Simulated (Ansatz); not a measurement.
In₄As₄H₁₄⁻, a cluster cut from wurtzite InAs (hydrogen-capped). Total charge -1; doublet. Geometry PBE-D4/def2-SVP, that of the neutral singlet; atoms count from 1.

Cartesian coordinates in Å:
```
In 2.867 0.097 1.122
As 1.475 -2.165 0.228
In -1.290 1.659 2.253
As 0.835 1.782 0.610
As -2.199 -0.782 1.217
In -1.025 -2.182 -0.749
In 0.343 2.341 -1.974
As -0.746 -0.184 -2.518
H 3.008 -0.214 2.826
H 4.119 0.247 -0.075
H 1.462 -3.274 1.280
H 2.277 -2.952 -0.807
H -0.810 1.210 3.863
H -2.538 2.757 1.744
H 1.457 3.108 1.064
H -2.418 -1.817 2.319
H -3.663 -0.707 0.788
H -1.729 -3.684 -1.262
H 1.809 2.311 -2.910
H -1.044 3.376 -2.137
H -0.066 -0.849 -3.713
H -2.124 -0.078 -3.170
```

In the def2 sets In takes a core potential; there is no spin–orbit coupling. Single mean-field runs in def2-TZVP are fitted with def2-universal-jkfit. The highest occupied level of the charge -1 doublet lies above zero (up to 0.71 eV). By energy differences its removal costs 0.42 eV (vertical, to the charge 0 singlet, at PBE0-D4/def2-TZVP); self-interaction error and the lack of diffuse functions both raise the level.

**Question.** Estimate the Mulliken populations from the PBE0/def2-TZVP orbitals of Ansatz.

**Answer.** 
| atom | charge (e) | spin (α − β) |
| --- | --- | --- |
| In1 | 0.29 | 0.22 |
| As2 | -0.37 | 0.04 |
| In3 | 0.29 | 0.22 |
| As4 | -0.60 | -0.01 |
| As5 | -0.37 | 0.04 |
| In6 | 0.44 | 0.18 |
| In7 | 0.29 | 0.22 |
| As8 | -0.37 | 0.04 |
| H9 | -0.13 | -0.01 |
| H10 | -0.13 | -0.01 |
| H11 | 0.05 | 0.00 |
| H12 | 0.05 | 0.00 |
| H13 | -0.13 | -0.01 |
| H14 | -0.13 | -0.01 |
| H15 | 0.08 | -0.02 |
| H16 | 0.05 | 0.00 |
| H17 | 0.05 | 0.00 |
| H18 | -0.19 | 0.15 |
| H19 | -0.13 | -0.01 |
| H20 | -0.13 | -0.01 |
| H21 | 0.05 | 0.00 |
| H22 | 0.05 | 0.00 |
Mulliken values and Mayer orders depend strongly on the basis.

**Question.** Where does the spin sit?

**Answer.** Summed by element: In 0.84, As 0.10, H 0.07, of 1 unpaired in all. Largest on single atoms: In1 0.22, In3 0.22, In7 0.22.

**Question.** And the Mayer bond orders between bonded heavy atoms (over 0.3)?

**Answer.** In1–As2 0.53 (2.80 Å); In1–As4 0.66 (2.69 Å); As2–In6 0.57 (2.68 Å); In3–As4 0.66 (2.69 Å); In3–As5 0.53 (2.80 Å); As4–In7 0.66 (2.69 Å); As5–In6 0.57 (2.68 Å); In6–As8 0.57 (2.68 Å); In7–As8 0.53 (2.80 Å).
